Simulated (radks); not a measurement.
The numbers below are computed, except where a source is named.
Species: F II. Configuration: [He] 2s2 2p4.

Code: a radial shooting solver on a logarithmic mesh with Libxc functionals. Model: non-relativistic Kohn-Sham, PW91, spin-polarised, spherical densities, point nucleus; open shells are filled with parallel spins first.

Energy parts (hartree):
total: -99.07205
kinetic: 98.84728
electron-nucleus: -232.01120
Hartree: 43.93881
exchange-correlation: -9.84693

Orbitals (lengths in bohr, moments of r in powers of bohr):
orbital  occ.  eigenvalue (hartree)     <r^4>     <r>    <r^2>
1s up       1             -25.14460  0.004646  0.1767  0.04216
1s down     1             -25.08339  0.004594  0.1763  0.04195
2s up       1              -1.79844     2.303  0.9551    1.098
2s down     1              -1.65419     2.565  0.9750    1.148
2p up       3              -1.10363     3.380  0.9661    1.197
2p down     1              -0.95856     4.262   1.010    1.323

The highest occupied level is 2p down at -26.084 eV. For comparison, the ionisation energy in NIST's Atomic Spectra Database is 34.971 eV (measured). In exact Kohn-Sham theory the highest level is minus the ionisation energy, but local and semilocal functionals leave it too shallow, through self-interaction and a potential that decays too fast; potentials with the right tail come closer. The electron density at the nucleus is 452.1 e/bohr^3. The spin density at the nucleus is -0.0497 e/bohr^3 (1s -0.6506, 2s 0.6009), a Fermi contact field of -2.61 T.

Run on one thread of a shared host, so times are rough (Arm Neoverse N1): 0.11 s of CPU time, 0.11 s wall, 14 iterations on 2476 mesh points.
